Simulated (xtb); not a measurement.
Harmonic IR lines of one isomer of C3H3N, unscaled. Calculation: GFN2-xTB (xtb).

```csv
wavenumber (cm⁻¹),relative intensity
714,11
810,13
1199,25
1609,8.2
2003,100
3312,5.1
```

Question: Name which structure gives these lines.
A. `C=CC#N`
B. `N=c1cc1`
C. `[H]/N=C\C#C`
D. `C#CN=C`

Answer: B, `N=c1cc1`
